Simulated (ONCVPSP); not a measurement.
# Transferability test, ONCV potential for Zr (Z = 40)

zirconium (Zr), optimised norm-conserving Vanderbilt (ONCV), made with ONCVPSP 4.0.1 (PBEsol, scalar-relativistic). Core [Ar] 3d10, reference 4s2 4p6 4d2 5s2. Waves: 4s+5s: rc 2.40 bohr, ncon 4, nbas 8, qcut 5.4 1/bohr, 2 projectors; 4p: rc 1.30 bohr, ncon 4, nbas 8, qcut 5.1 1/bohr, 2 projectors, debl 1.6 Ha; 4d: rc 1.85 bohr, ncon 4, nbas 7, qcut 5.8 1/bohr, 3 projectors, debl 3.3 Ha. Local part: polynomial inside 0.90 bohr (lpopt 5, dvloc0 6 Ha). Core correction: none.

Energies are relative to the spin-unpolarised reference configuration 4s2 4p6 4d2 5s2; without spin polarisation the order of configurations can differ from experiment.

Q: Give the all-electron excitation energy and the error of the potential for: 4s2 4p6 4d2 5s1; 4s2 4p6 4d2 5s0; 4s2 4p6 4d1 5s0; 4s2 4p6 4d2.5 5s1.5.

A:

| valence configuration | charge | ΔE all-electron (eV) | error AE − PS (meV) |
| --- | --- | --- | --- |
| 4s2 4p6 4d2 5s1 | +1 | 7.171 | -2.0 |
| 4s2 4p6 4d2 5s0 | +2 | 20.081 | -9.0 |
| 4s2 4p6 4d1 5s0 | +3 | 42.666 | -3.4 |
| 4s2 4p6 4d2.5 5s1.5 | 0 | 0.521 | -2.1 |

Note: no bound ghost flagged; GHOST(+) flagged for s at 37.5 eV.
